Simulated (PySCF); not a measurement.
Work out the structure from these simulated measurements.

Formula: C4H6F2N; charge +1.

| Property | Result |
| --- | --- |
| Polarisability | 53.5 au [PBE0/def2-SVPD] |
| 1H NMR | chemical shifts (computed TMS as zero) by class: 6.85 (1 H), 4.45 (2 H), 3.49 (3 H) ppm [GIAO PBE0/pcSseg-1] |
| Triplet | lowest triplet excitation (Tamm–Dancoff): 6.00 eV [TDA PBE0/def2-SVPD] |
| UV, first state | lowest singlet excitation: 6.92 eV (179 nm, f = 0.002) [TDDFT PBE0/def2-SVPD] |
| Rotational structure | rotational constants A, B, C: 4.758, 1.514, 1.465 GHz [GFN2-xTB] |
| NMR, other nuclei | isotropic shieldings of nuclei other than C and H, by class: 103 (1 N), 309 (2 F) ppm [GIAO PBE0/pcSseg-1] |
| UV, strongest line | among the 6 lowest singlet transitions: S2 at 7.00 eV (177 nm, f = 0.108) [TDDFT PBE0/def2-SVPD] |
| 13C NMR | chemical shifts (computed TMS as zero) by class: 125.4 (1 C), 117.2 (1 C), 46.9 (1 C), -1.3 (1 C) ppm [GIAO PBE0/pcSseg-1] |

Electronic properties: PySCF, gas phase, density fitting. Levels stand in brackets. Isolated species at its GFN2-xTB geometry (one conformer only). NMR values are class means; diastereotopic atoms form classes of their own.

Task: What is the compound? Reason from the data.

Result: Numbering: `[CH3:1][C:2]#[N+:3][CH2:4][CH:5]([F:6])[F:7]`. 4 carbons fall into 4 classes; from least to most shielded: triply bonded carbon [C2] (125.4 ppm), CHF2 carbon [C5] (117.2 ppm), sp3 carbon bound to nitrogen [C4] (46.9 ppm), methyl carbon [C1] (-1.3 ppm). Hydrogen classes from least to most shielded: 1 H on a CHF2 carbon, C5 (6.85 ppm), 2 H on an sp3 carbon bound to nitrogen, C4 (4.45 ppm), 3 H on a methyl carbon, C1 (3.49 ppm). The other shieldings belong to: 103 ppm, nitrogen bonded to 2 C [N3]; 309 ppm, fluorine of a CF2 group [F6/F7]. S1 is mainly HOMO→LUMO+1 (weight 0.88); the largest Löwdin shares of the orbital it empties are 0.22 on a fluorine of a CF2 group, 0.21 on a fluorine of a CF2 group, 0.18 on the CHF2 carbon and 0.14 on the sp3 carbon bound to nitrogen, of the orbital it fills 0.37 on the triply bonded carbon, 0.32 on the nitrogen bonded to 2 C, 0.12 on the methyl carbon and 0.05 on a methyl hydrogen. By its constants the optimised geometry is an asymmetric top. Structure: `CC#[N+]CC(F)F`. Computed isomers that give other values at the same levels: `C[N+]#CCC(F)F` (13C chemical shifts (computed TMS as zero) by class: 118.4 (1 C), 117.2 (1 C), 25.7 (1 C), 24.3 (1 C) ppm). The assignments are read from this structure; whether some other isomer fits the data as well wasn't checked.

The values belong to the conformer `[CH3:1][C:2]#[N+:3][CH2:4][CH:5]([F:6])[F:7]`: N3–C4–C5–F6 59°.
